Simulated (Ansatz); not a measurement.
## Reading a saddle point

A first-order saddle point of SnH₆SO, closed shell, PBE0-D4/def2-TZVP, with one imaginary mode of 756i cm⁻¹:

```
atom    x (Å)    y (Å)    z (Å)
 Sn1  -0.4554   0.3286  -0.9495
  O2   0.6676   0.8593   0.7577
  H3   0.4235  -0.7102  -1.9581
  H4  -0.3094   1.9377  -1.5583
  H5  -2.1021   0.0507  -0.6408
  H6   0.4292  -0.1911   1.2681
  S7  -0.1360  -1.7374   1.1297
  H8   0.4286   1.6578   1.2413
  H9   1.0540  -2.1953   0.7099
```

Ansatz 0.2.0; basis: def2-TZVPP and def2-QZVPP; cores frozen in the correlated methods. Filled d shells of the heavier atoms are correlated. Core potentials replace the inner electrons of the atoms past krypton. The def2 sets are not built for correlating such inner shells, so the correlated values are less sure here. Extrapolation: Hartree–Fock as exp(−7.88 √X), correlation as X^−2.97.

(1) Which contacts change along the imaginary mode, and what lies on either side? (Judge from chemistry; the calculation decides.)

(2) Which side is lower, and how far does the saddle lie above each? (An estimate is asked for; the value comes from the calculation.)

No T1 diagnostic of these runs exceeds 0.014.

Answers

(1) The calculation gives: The step is SnH₄O ([OH][SnH3]) + H₂S → SnH₄S ([SH][SnH3]) + H₂O, with the molecules in contact on both sides. Shortening one way: Sn1–S7, O2–H6; lengthening the same way: Sn1–O2, H6–S7.
```json
{"pair": "Sn1–S7", "one side (Å)": "3.82", "saddle (Å)": "2.95", "other side (Å)": "2.43"}
{"pair": "O2–H6", "one side (Å)": "2.07", "saddle (Å)": "1.19", "other side (Å)": "0.97"}
{"pair": "Sn1–O2", "one side (Å)": "1.98", "saddle (Å)": "2.11", "other side (Å)": "3.28"}
{"pair": "H6–S7", "one side (Å)": "1.35", "saddle (Å)": "1.65", "other side (Å)": "2.48"}
```

(2) Computed: The side with Sn1–S7, O2–H6 short is lower by 11.41 kcal/mol; the saddle lies 26.50 kcal/mol above it and 15.09 kcal/mol above the other (CCSD(T) at an estimated basis limit (MP2 extrapolated from triple and quadruple zeta, plus CCSD(T) − MP2 in triple zeta); electronic energies).

Labels in which every atom is bracketed show which atoms are joined, not bond orders.

For scale, one of the runs: CCSD(T)/def2-TZVPP, 207 basis functions, launched by `ansatz run in.yaml --threads 4 --pin off --events-out ev --progress --plain --max-ram 9574MiB`. Hardware: 4 CPU threads of an Arm Neoverse V1, shared host. Wall time 73 s; peak host memory 3 GiB.
